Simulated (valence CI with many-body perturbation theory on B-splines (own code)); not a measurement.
# E1 transitions of Os5+

Level of theory: valence CI with perturbative core correlation (CI+MBPT): three valence electrons over a frozen Dirac-Fock core [Xe] 4f14, radial functions for each j: 9 s, 9 p, 10 d, 8 f, 5 g, 3 h, 1 i, with the one-electron correlation potential Σ1 (screened to all orders), the two-electron term Σ2, the three-electron term Σ3, Breit, model QED; selected single and double excitations, second order for the rest, scaled by the run's own slope (own B-spline code, finite nucleus).

Against 68 measured levels this calculation errs by 1430 cm⁻¹ on average and by 5347 at most. 1 measured level below the end of the list, from 220745 cm⁻¹ on, found no clear computed partner.

Lines 101 to 150 of 250 in falling wavelength, among levels below 27.561 eV, chosen from the strongest by gf and those to the six lowest levels. Wavelengths and rates use the calculated energies, so an error of 1000 cm⁻¹ moves a line at 61.67 nm by 0.62 % and its rate by three times that or more. Electric multipoles are in the length gauge, E1 and E2 with the static RPA response of the core. Weak lines are less certain than strong ones. Lines between different terms over intervals too small for the method are left out, as are lines whose strength nearly cancels and 3 of this kind that miss the measured wavelength by over 7 %. The highest levels of a list are the least certain.

Levels are named by their leading jj configuration (3d3/2^4 stands for four electrons in 3d with j = 3/2), which in mixed levels can hold well under half, so a name can repeat and another be missing. Letters in brackets count levels of one name in rising energy.

```csv
λ vac (nm),λ from measured levels,Upper,Lower,A (s⁻¹),S (a.u.)
61.67,61.95,(5d3/2^2 6p1/2) J=3/2,(5d3/2^2 5d5/2) J=3/2,3.28e+08,1.52e-01
60.99,61.17,(5d5/2^2 6p1/2) J=7/2,(5d3/2 5d5/2^2) J=5/2 [c],6.98e+08,6.25e-01
60.44,60.78,(5d3/2 5d5/2 6p3/2) J=5/2 [a],(5d5/2^3) J=3/2,5.17e+08,3.38e-01
60.35,60.95,(5d3/2^2 6p1/2) J=5/2,(5d3/2^2 5d5/2) J=5/2,4.84e+06,3.15e-03
60.08,60.33,(5d3/2 5d5/2 6p3/2) J=7/2 [a],(5d3/2 5d5/2^2) J=7/2 [b],3.52e+08,3.02e-01
59.42,59.62,(5d5/2^2 6p1/2) J=5/2,(5d3/2 5d5/2^2) J=5/2 [c],7.73e+08,4.80e-01
59.33,59.61,(5d3/2 5d5/2 6p1/2) J=7/2 [b],(5d3/2 5d5/2^2) J=5/2 [a],1.11e+09,9.18e-01
59.09,59.59,(5d3/2 5d5/2 6p1/2) J=7/2 [a],(5d3/2^2 5d5/2) J=9/2,4.34e+08,3.54e-01
58.69,58.96,(5d3/2 5d5/2 6p1/2) J=5/2 [a],(5d3/2^2 5d5/2) J=3/2,1.28e+09,7.66e-01
58.62,59.11,(5d3/2 5d5/2 6p3/2) J=7/2 [a],(5d5/2^3) J=9/2,4.42e+08,3.52e-01
58.54,59.02,(5d3/2^2 6p1/2) J=3/2,(5d3/2^2 5d5/2) J=5/2,2.32e+07,9.17e-03
58.36,58.80,(5d3/2^2 6p1/2) J=1/2,(5d3/2^2 5d5/2) J=1/2,5.12e+08,1.01e-01
58.14,58.66,(5d3/2^2 6p1/2) J=5/2,(5d3/2^3) J=3/2,7.69e+08,4.48e-01
58.11,58.52,(5d3/2 5d5/2 6p1/2) J=3/2 [b],(5d3/2 5d5/2^2) J=5/2 [a],1.14e+09,4.40e-01
58.03,58.38,(5d5/2^2 6p1/2) J=3/2,(5d3/2 5d5/2^2) J=5/2 [b],1.37e+09,5.28e-01
57.96,58.47,(5d3/2 5d5/2 6p1/2) J=7/2 [a],(5d3/2^2 5d5/2) J=7/2,2.36e+08,1.81e-01
57.96,58.22,(5d3/2 5d5/2 6p3/2) J=7/2 [a],(5d3/2 5d5/2^2) J=5/2 [b],4.85e+08,3.73e-01
57.57,58.00,(5d3/2^2 6p1/2) J=1/2,(5d3/2^2 5d5/2) J=3/2,2.09e+08,3.93e-02
57.48,57.94,(5d3/2 5d5/2 6p1/2) J=5/2 [a],(5d3/2^2 5d5/2) J=7/2,4.03e+06,2.27e-03
57.33,57.77,(5d3/2^2 6p3/2) J=7/2,(5d3/2 5d5/2^2) J=9/2,6.68e+08,4.97e-01
57.32,57.73,(5d3/2^2 6p3/2) J=5/2,(5d3/2 5d5/2^2) J=7/2 [a],8.80e+08,4.91e-01
57.17,57.49,(5d3/2 5d5/2 6p3/2) J=5/2 [b],(5d3/2 5d5/2^2) J=7/2 [b],7.12e+08,3.94e-01
57.05,57.41,(5d3/2 5d5/2 6p3/2) J=5/2 [b],(5d5/2^3) J=3/2,9.40e+08,5.17e-01
57.00,57.40,(5d3/2 5d5/2 6p1/2) J=3/2 [a],(5d3/2^2 5d5/2) J=1/2,1.27e+09,4.65e-01
56.88,57.34,(5d5/2^2 6p1/2) J=9/2,(5d3/2 5d5/2^2) J=11/2,1.84e+09,1.68e+00
56.79,57.00,(5d3/2 5d5/2 6p3/2) J=7/2 [b],(5d3/2 5d5/2^2) J=5/2 [b],6.17e+08,4.46e-01
56.65,57.04,(5d3/2 5d5/2 6p1/2) J=1/2,(5d3/2^2 5d5/2) J=1/2,3.49e+08,6.27e-02
56.46,56.87,(5d3/2^2 6p1/2) J=3/2,(5d3/2^3) J=3/2,5.08e+09,1.81e+00
56.40,56.74,(5d3/2 5d5/2 6p3/2) J=7/2 [c],(5d3/2 5d5/2^2) J=7/2 [b],2.07e+09,1.47e+00
56.30,56.79,(5d3/2 5d5/2 6p1/2) J=7/2 [a],(5d3/2^2 5d5/2) J=5/2,8.82e+08,6.21e-01
56.30,56.75,(5d3/2 5d5/2 6p1/2) J=9/2,(5d3/2^2 5d5/2) J=9/2,2.25e+09,1.98e+00
56.25,56.64,(5d3/2 5d5/2 6p1/2) J=3/2 [a],(5d3/2^2 5d5/2) J=3/2,6.83e+08,2.40e-01
56.21,56.55,(5d3/2 5d5/2 6p3/2) J=5/2 [a],(5d3/2 5d5/2^2) J=3/2 [a],1.12e+09,5.91e-01
56.19,56.54,(5d5/2^2 6p1/2) J=3/2,(5d3/2 5d5/2^2) J=1/2,1.24e+09,4.33e-01
56.11,56.47,(5d3/2 5d5/2 6p1/2) J=5/2 [b],(5d3/2^2 5d5/2) J=3/2,3.79e+08,1.98e-01
56.04,56.34,(5d3/2^2 6p3/2) J=3/2 [a],(5d3/2^2 5d5/2) J=1/2,7.21e+08,2.50e-01
55.93,56.26,(5d3/2 5d5/2 6p3/2) J=3/2 [b],(5d3/2 5d5/2^2) J=5/2 [c],1.86e+09,6.44e-01
55.91,56.29,(5d3/2 5d5/2 6p1/2) J=1/2,(5d3/2^2 5d5/2) J=3/2,3.52e+09,6.08e-01
55.86,56.24,(5d5/2^2 6p1/2) J=3/2,(5d3/2 5d5/2^2) J=3/2 [a],3.07e+09,1.06e+00
55.85,56.30,(5d3/2 5d5/2 6p1/2) J=5/2 [a],(5d3/2^2 5d5/2) J=5/2,2.87e+09,1.48e+00
55.80,56.21,(5d3/2 5d5/2 6p1/2) J=7/2 [b],(5d3/2^2 5d5/2) J=9/2,1.01e+09,6.94e-01
55.71,54.08,(5d3/2 5d5/2 6p3/2) J=9/2 [b],(5d5/2^3) J=9/2,4.79e+08,4.09e-01
55.69,56.03,(5d3/2 5d5/2 6p3/2) J=3/2 [a],(5d3/2 5d5/2^2) J=1/2,1.23e+09,4.20e-01
55.51,55.88,(5d3/2 5d5/2 6p1/2) J=3/2 [b],(5d3/2^2 5d5/2) J=1/2,9.29e+08,3.14e-01
55.37,55.72,(5d3/2 5d5/2 6p3/2) J=3/2 [a],(5d3/2 5d5/2^2) J=3/2 [a],2.26e+09,7.58e-01
55.32,55.61,(5d3/2^2 6p3/2) J=3/2 [a],(5d3/2^2 5d5/2) J=3/2,1.95e+09,6.53e-01
55.27,55.73,(5d3/2 5d5/2 6p1/2) J=9/2,(5d3/2^2 5d5/2) J=7/2,7.29e+08,6.07e-01
55.26,55.59,(5d3/2 5d5/2 6p3/2) J=3/2 [c],(5d3/2 5d5/2^2) J=5/2 [c],5.26e+09,1.75e+00
55.25,55.62,(5d5/2^2 6p3/2) J=1/2,(5d5/2^3) J=3/2,5.43e+09,9.03e-01
55.24,55.56,(5d3/2 5d5/2 6p3/2) J=5/2 [b],(5d3/2 5d5/2^2) J=5/2 [b],2.07e+09,1.04e+00
```
